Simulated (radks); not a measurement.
Kr II, configuration [Ar] 3d10 4s2 4p5 (the NIST ground configuration). All-electron calculation, Dirac Kohn-Sham, PBE, spin-unpolarised, spherical densities, point nucleus; open shells are shared between the two j in proportion to 2j + 1. Program: a radial shooting solver on a logarithmic mesh with Libxc functionals.

Spin-orbit splittings of the eigenvalues, e(l+1/2) - e(l-1/2), with zeta = 2 splitting/(2l+1) and mean radii in bohr:

shell  occ.  splitting (eV)  zeta (eV)  <r> j=l-1/2  <r> j=l+1/2
2p        6           53.83      35.89       0.1573       0.1613
3p        6           7.918      5.279       0.5334       0.5438
3d       10               ?          ?       0.5531       0.5570
4p        5          0.7172     0.4782        1.804        1.841

Estimate the 3d splitting.

Answer. 1.303 eV (zeta = 0.5214 eV).
